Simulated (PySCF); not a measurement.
MoH₆ + Br₂ → MoH₄ + 2 HBr

Level: PBE0 in the def2-TZVP basis family, computed in PySCF with density fitting; scalar-relativistic core potentials for atoms from Rb on, none lighter, no spin–orbit coupling; open shells unrestricted.

```json
{"species": "MoH₆", "state and structure": "singlet, C3v, Mo–H 1.628 Å (×3), Mo–H 1.680 Å (×3); H–Mo–H 60.6° (×3), H–Mo–H 63.6° (×3), H–Mo–H 114.7° (×6), H–Mo–H 117.5° (×3)", "E (Eh)": "-71.65994", "ZPE (kJ/mol)": "118.6", "H(298 K) − H(0) (kJ/mol)": "11.6", "S° (J/(mol K))": "243.2"}
{"species": "Br₂", "state and structure": "singlet, D∞h, Br–Br 2.281 Å", "E (Eh)": "-5147.70672", "ZPE (kJ/mol)": "2.0", "H(298 K) − H(0) (kJ/mol)": "9.7", "S° (J/(mol K))": "244.8"}
{"species": "MoH₄", "state and structure": "triplet, Td, Mo–H 1.686 Å (×4)", "E (Eh)": "-70.47291", "ZPE (kJ/mol)": "64.7", "H(298 K) − H(0) (kJ/mol)": "12.0", "S° (J/(mol K))": "238.1"}
{"species": "HBr", "state and structure": "singlet, C∞v, H–Br 1.421 Å", "E (Eh)": "-2574.45811", "ZPE (kJ/mol)": "16.0", "H(298 K) − H(0) (kJ/mol)": "8.7", "S° (J/(mol K))": "198.5"}
```

(1) What is the electronic reaction energy?

(2) Add zero-point, thermal and entropy terms for 298.15 K and 1 bar.

## Answers

(1) At PBE0/def2-TZVP, ΔE = -59.0 kJ/mol from the differences of the total energies times 2625.5, downhill. 

(2) ΔZPE = -23.9 and Δ[H(298) − H(0)] = 8.1 kJ/mol give ΔH° = -74.8 kJ/mol. ΔS° = 147.1 J/(mol K), so ΔG° = -74.8 − 298.15 × (0.1471) = -119 kJ/mol and log₁₀K = 20.8.

Open d or f shells are single determinants, so the state found may not be the ground state. Only the bonding shown was studied: isomers, or loss of a ligand pair, can lie lower.
